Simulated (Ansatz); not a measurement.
A run for Ansatz (an electronic-structure program): SC-NEVPT2 on CASSCF(6,4)/def2-SVP on ClHSe (SMILES Cl[SeH]), a point of a bond scan (R = 5.913 Å).

Ansatz 0.2 input:
```yaml
crystal:
  periodic: [false, false, false]
  atoms:
    - {symbol: Se, position_ang: [0.51847628, -0.15738308, 0.46539325]}
    - {symbol: H, position_ang: [1.50587856, -0.35828625, -0.61175328]}
    - {symbol: Cl, position_ang: [-3.92035050, 1.17432415, -3.20713125]}
basis:
  gaussian:
    orbitals: def2-SVP
    pivot_positions_ang: [[0.51847628, -0.15738308, 0.46539325], [1.50587856, -0.35828625, -0.61175328], [-3.92035050, 1.17432415, -3.20713125]]
magnetization: {spin_polarized: false}
correlation: {method: sc_nevpt2, electrons: outside_noble_gas, active_space: {window: {electrons: 6, orbitals: 4}}}
output: {orbitals: {seedname: ./end}}
```

The log:

```
WARN ansatz: RAYON_NUM_THREADS=1 ignored (pool sized by the plan → 1); use --threads N
Functional definition: HF
integrals: 0.01 GiB planned
545 factors; integrals over basis functions are off by at most 2.8e-4 eV
mean field: 0.12 GiB planned
mean field evaluation 1: about -77800.4203 eV, gradient 2.4e1 eV
mean field evaluation 2: about -77800.4234 eV, gradient 2.4e1 eV
mean field evaluation 4: about -77801.5241 eV, gradient 1.4e1 eV
mean field evaluation 8: about -77801.5245 eV, gradient 1.4e1 eV
mean field evaluation 16: about -77803.9810 eV, gradient 2.2e-3 eV
mean field evaluation 32: about -77802.2082 eV, gradient 1.7e1 eV
mean field evaluation 64: about -77803.8554 eV, gradient 3.8e0 eV
mean field evaluation 96: about -77803.8869 eV, gradient 3.9e-5 eV
mean field evaluation 128: about -77803.8964 eV, gradient 4.2e-1 eV
mean field -77803.98096643 eV, -2859.2435630839 hartree, gradient 1.6e-6 eV, S^2 0.000000; 11 other end points of the search recorded, 0 dependent functions left out; unrestricted orbitals would lower it
reference -77803.98096643 eV, -2859.2435630839 hartree; 26, 26 occupied and 29, 29 virtual orbitals, 545 factors
configuration interaction: 0.10 GiB planned
configuration interaction: 0.00 GiB planned
state -77808.87018753 eV, -2859.4232386453 hartree
state -77808.87018753 eV, -2859.4232386453 hartree; corrected -77814.71240113 eV, -2859.6379360351 hartree
Total energy: -77814.71240113 eV, -2859.6379360351 hartree
```

The calculation finished and met its thresholds.

Cost: about 13 core-seconds (a rough figure).
